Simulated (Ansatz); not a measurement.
Born–Oppenheimer molecular dynamics of GaH3 (4 atoms, charge 0, multiplicity 1). It goes on from the last frame of an earlier run, with new velocities.

The calculation used UKS revPBE-D4/def2-SVP in Ansatz 0.2.0.

```
ensemble                      : NVE (velocity Verlet)
time step                     : 1 fs
steps asked                   : 250
starting velocities drawn for : 2000 K
masses                        : H 2.014 u
seed                          : 257034
```

First frame:

```xyz
4
Properties=species:S:1:pos:R:3
Ga 0.021 -0.008 -0.004
H 1.125 0.146 1.036
H -0.642 -1.459 -0.132
H -0.972 0.823 -0.954
```

Task: How far do the bonds stretch over the last three quarters of this one trajectory? (Pairs bonded in most of those frames.)

Result: 
| bond | mean (Å) | spread (Å) | shortest | longest |
| --- | --- | --- | --- | --- |
| Ga1–H2 | 1.600 | 0.050 | 1.51 | 1.70 |
| Ga1–H3 | 1.632 | 0.141 | 1.39 | 1.84 |
| Ga1–H4 | 1.628 | 0.112 | 1.42 | 1.79 |

Mean temperature of the second half: 1522 K. The conserved energy stayed within 1.6 meV per atom of its start (net change 0.77 meV per atom), so the integration is sound. A run of 0.25 ps of so small a system gives no equilibrium averages.

The run took 6.5 min on 1 thread of Arm Neoverse N1, with other jobs on the host, peak memory 0.097 GiB.
